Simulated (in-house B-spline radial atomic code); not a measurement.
Values are calculated unless marked as measured or tabulated.
Weak and strong correlation along the adiabatic connection

Two-electron singlets in several external potentials (atomic units), by full CI in B-splines with partial waves to l = 8 (correlation energies up to 0.6 % small). The repulsion is scaled by λ at fixed density; W(λ) is the mean repulsion less the Hartree energy, W(0) = E_x, and the area under W from 0 to 1 is E_xc.

One system gave this curve:

```csv
λ,W (hartree)
0,-4.3148
0.02,-4.3167
0.05,-4.3197
0.12,-4.3266
0.25,-4.3392
0.4,-4.3536
0.6,-4.3724
0.8,-4.3908
1,-4.4089
1.4,-4.4438
2,-4.4934
3,-4.5695
4.5,-4.6703
7,-4.8093
10,-4.9403
```

Problem. Which system is it?
A. −Z exp(−kr)/r, Z = 4.27, k = 1.91
B. −V exp(−r²/w²), V = 29.5, w = 2.73
C. −Z/r, Z = 1.13, wall at 2.2 bohr
D. ω²r²/2, ω = 30

Solution. D. The exchange energy sets the size: ω²r²/2, ω = 30: E_x = -4.31, E_c = -0.0479; −Z exp(−kr)/r, Z = 4.27, k = 1.91: E_x = -2.02, E_c = -0.0466; −V exp(−r²/w²), V = 29.5, w = 2.73: E_x = -1.24, E_c = -0.044; −Z/r, Z = 1.13, wall at 2.2 bohr: E_x = -0.936, E_c = -0.0412 hartree.
